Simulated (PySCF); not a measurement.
# The second ionisation energy along group 8

All values are computed (PySCF 2.14, energy differences of UHF-based or UKS calculations, no spin-orbit coupling). Values in eV. The last column holds reference values (NIST; (s) semi-empirical, (t) theoretical, else measured). Unmarked ones compare directly (S terms, centres of terms, or small fine structure); those marked * lie between the lowest fine-structure levels and include a spin-orbit shift.

```json
{"element": "Fe (aug-cc-pwCVTZ, non-relativistic)", "configurations": "[Ar] 3d6 4s1 → [Ar] 3d6", "UHF": "15.111", "LDA": "16.869", "r2SCAN": "16.470", "MP2 (valence)": "15.715", "MP2 (valence and next inner shell)": "15.995", "SCS-MP2 (valence and next inner shell)": "15.737", "reference": "16.199 *"}
{"element": "Ru (aug-cc-pwCVTZ-PP with ECP28MDF, ECP)", "configurations": "[Kr] 4d7 → [Kr] 4d6", "UHF": "14.879", "LDA": "17.143", "r2SCAN": "16.554", "MP2 (valence)": "16.375", "MP2 (valence and next inner shell)": "16.397", "SCS-MP2 (valence and next inner shell)": "16.398", "reference": "16.76 ± 0.06 (s) *"}
{"element": "Os (aug-cc-pwCVTZ-PP with ECP60MDF, ECP)", "configurations": "[Xe] 4f14 5d6 6s1 → [Xe] 4f14 5d6", "UHF": "16.027", "LDA": "17.873", "r2SCAN": "17.581", "MP2 (valence)": "16.885", "MP2 (valence and next inner shell)": "17.278", "SCS-MP2 (valence and next inner shell)": "16.876", "reference": "17 ± 1 (s) *"}
```

"Valence" correlates the outer s and p shells and, in groups 3 to 12 and the f block, the outer d or f shell, open or full, or the next shell where the ion has no valence electron left; the wider scheme adds the next inner shell.
